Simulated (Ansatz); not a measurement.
Relaxation of Cl$_{2}$FH$_{3}$Sn (7 atoms, charge 0, multiplicity 1), to a largest force component of 0.03 eV/Å in at most 50 steps.

Theory: RHF/def2-SVP in Ansatz 0.2.0.

```xyz
7
Properties=species:S:1:pos:R:3
Sn -0.107 -0.193 -0.091
Cl -0.009 -0.315 2.301
Cl 2.080 -0.450 -0.876
H -0.767 1.285 -0.565
H -0.952 -1.591 -0.555
F 1.197 2.299 1.150
H 1.167 1.945 1.986
```

Task: Where does it end, and by what steps?

Result: The run converged. After 6 steps the energy has fallen by 0.026 eV; F6 moved furthest, 0.30 Å.

```csv
step,energy less start (eV),largest force component (eV/Å),accepted
0,0.0000,0.377,yes
1,0.0096,1.457,no
2,-0.0138,0.618,yes
3,-0.0200,0.361,yes
4,-0.0226,0.209,yes
5,-0.0240,0.133,yes
6,-0.0256,0.014,yes
```

```xyz
7
Properties=species:S:1:pos:R:3
Sn -0.120 -0.262 -0.138
Cl 0.056 -0.285 2.223
Cl 2.046 -0.564 -0.970
H -0.722 1.237 -0.616
H -1.014 -1.642 -0.539
F 1.240 2.521 1.339
H 1.123 1.974 2.051
```

Whether the end is a true minimum wasn't checked by a vibrational analysis.

Time of the run: 19 s on 1 thread of Arm Neoverse V1 (shared host), peak memory 0.19 GiB.
